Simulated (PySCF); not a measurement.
## Cs²⁸⁺: fine-structure interval

Cs²⁸⁺ [Ar] 3d9 [3d3/2^4 3d5/2^5, M_J = 5/2] → Cs²⁸⁺ [Ar] 3d9 [3d3/2^3 3d5/2^6, M_J = 3/2], as a difference of total energies. Calculation: PySCF 2.14, in an uncontracted even-tempered set (16 s from 4.3 bohr⁻², ratio 2.8; 12 p from 5.6 bohr⁻², ratio 2.8; 8 d from 5.6 bohr⁻², ratio 2.8; 3 f from 23 bohr⁻², ratio 3); the two-component X2C-1e Hamiltonian. Correlated levels: [Ne] frozen; the 74 highest virtual spinors dropped. "Screened" scales the spin-orbit matrix elements by Boettger's factors to mimic the two-electron term; Breit and QED terms are absent.

```tsv
method	fine-structure interval (cm⁻¹)
GHF (screened spin-orbit)	123770
GMP2 (screened spin-orbit)	123590
GHF (bare spin-orbit)	151460
```
